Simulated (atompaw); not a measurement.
# manganese (Mn): PAW (atompaw) pseudisation with LDA (PW92), scalar-relativistic reference atom.

```
Element                 : Mn (Z = 25)
Generator               : atompaw 4.2.0.5
Type                    : PAW
Functional              : LDA (PW92)
Relativity              : scalar-relativistic
Frozen core             : [Ar]
Valence charge          : 7
Reference configuration : 3d5.5 4s1.5 4p0
Partial waves           : 4s (bound): rc 2.05 bohr; 4s channel at 0.35 Ry: rc 3.00 bohr; 4p (bound, empty): rc 3.00 bohr; 4p channel at 2.6 Ry: rc 3.00 bohr; 3d (bound): rc 1.85 bohr; 3d channel at 1.1 Ry: rc 1.85 bohr
Local potential         : ultrasoft scheme with l = 3 at 1 Ry, radius 2.00 bohr
Core correction         : smooth core density matched at 2.80 bohr
Augmentation charge     : sinc compensation charge, radius 2.95 bohr; PAW radius 3.00 bohr; waves and projectors: custom rrkj vanderbiltortho
```

* Cutoffs needed: 30 Ry and 50 Ry (the cutoffs (Ry, on a coarse ladder) from which the occupation-weighted sum of valence levels, in a spherical-Bessel basis at the reference potential, stays within 10 and 1 mRy of its value at 400 Ry)
* Ghost test: no extra level below or beside the all-electron valence levels (s, p, d, f tested) (spherical-Bessel basis up to 400 Ry, 20 bohr box)
* Lowest eigenvalue of the overlap operator: 0.01 (s channel)
* Overlap eigenvalues printed by atompaw (projector basis): 0.000792, 0.273, 0.599, 16.2, 28.8, 265
* Share of each valence orbital outside the PAW sphere: 4s 49 %, 4p 79 %, 3d 4 %
